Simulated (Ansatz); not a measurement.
Molecule: GaBr2, net charge -1, singlet state. 
Coordinates optimised at B3LYP-D3(BJ)/def2-TZVP (Ansatz, a program for electronic structure):
```xyz
3

Ga     1.0628    -0.1916    -0.3572
Br    -0.6181     1.6425    -1.1158
Br    -0.3233    -1.4728     1.4322
```
Charge -1, spin multiplicity 1.

Total electronic energies in hartree. Cores are frozen in the correlated levels unless marked. No spin-orbit coupling. Frozen are the shells of the preceding noble gas and the d and f shells that filled before the atom's block. Non-relativistic. CBS(X,Y): correlation extrapolated as X^-3; Hartree-Fock from the larger set. The bracket is a focal-point correction in the basis named.

```
level                                                                 program  energy (Eh)
-------------------------------------------------------------  --------------  -----------
HF/aug-cc-pVDZ                                                         Ansatz  -7068.18587
HF/cc-pVTZ                                                             Ansatz  -7068.39859
HF/aug-cc-pVQZ                                                         Ansatz  -7068.40824
RI-HF/cc-pVTZ                                                          Ansatz  -7068.39845
revPBE-D4/def2-TZVPD                                           Ansatz + dftd4            ?
r2SCAN/def2-TZVPD                                                      Ansatz  -7073.32409
r2SCAN0-D4/def2-TZVPD                                          Ansatz + dftd4  -7073.29637
wB97M-V/def2-TZVPD                                                     Ansatz            ?
B2PLYP-D3(BJ)/def2-TZVPD                                       Ansatz + dftd3  -7072.12257
B2PLYP/def2-TZVPD                                                      Ansatz  -7072.11869
MP2/6-31G                                                              Ansatz  -7067.32298
MP2/aug-cc-pVTZ                                                        Ansatz  -7068.79963
CCSD/6-31G                                                             Ansatz  -7067.34410
CCSD(T)/cc-pVQZ                                                        Ansatz  -7068.89299
RI-MP2/CBS(aug-cc-pVTZ,aug-cc-pVQZ)+[CCSD(T)-MP2]/aug-cc-pVTZ          Ansatz   -7068.9265
```

Problem. Complete the blanks.

Solution. 
- revPBE-D4/def2-TZVPD, energy (Eh): -7072.79083
- wB97M-V/def2-TZVPD, energy (Eh): -7072.97869
